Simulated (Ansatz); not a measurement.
Calculated with Ansatz (gas phase, PBE0-D4/def2-TZVP geometries, no zero-point term in ΔE). CCSD(T)/CBS adds triple-zeta CCSD(T) − MP2 to the extrapolated MP2 energy (def2 sets, frozen cores). This one scheme is used for every species. Functionals use def2-TZVPP. For Ge outer-core shells are correlated without core-valence functions, which leaves a few kJ/mol of doubt a bond. Scalar relativity is left out up to krypton. One conformer a species, not always the lowest.

Consider the ligand exchange at a Ge–Cl bond: `[CH3][GeH]([NH2])[Cl]` + H–F → `[CH3][GeH]([NH2])[F]` + HCl.

```json
{"level": "B2PLYP", "ΔE (kcal/mol)": "1.3"}
{"level": "PBE", "ΔE (kcal/mol)": "2.2"}
```

**Question.** What does CCSD(T)/CBS give? (Estimate.)

**Answer.** Computed: +3.0 kcal/mol. The listed levels differ from it by -1.7, -0.8 kcal/mol.

**Question.** What do rigid-rotor, harmonic-oscillator terms from PBE0-D4/def2-TZVP frequencies (298.15 K, 1 bar) make of the CCSD(T)/CBS value? (Best estimate.)

**Answer.** Computed: ΔZPE = -1.2 kcal/mol, ΔH = +1.6 kcal/mol, ΔS = 3 J/(mol·K), ΔG = +1.5 kcal/mol.

Largest T1 diagnostic among the species: 0.011.

Leaving LDA and LC-ωPBE aside and taking each functional with its dispersion term where it has one, the values, not all of them listed here, spread over 3.4 kcal/mol, from CAM-B3LYP-D4 to HSE06-D4. From PBE to PBE0 (25 % exact exchange), in def2-TZVPP and without D4, ΔE moves by +0.8 kcal/mol.
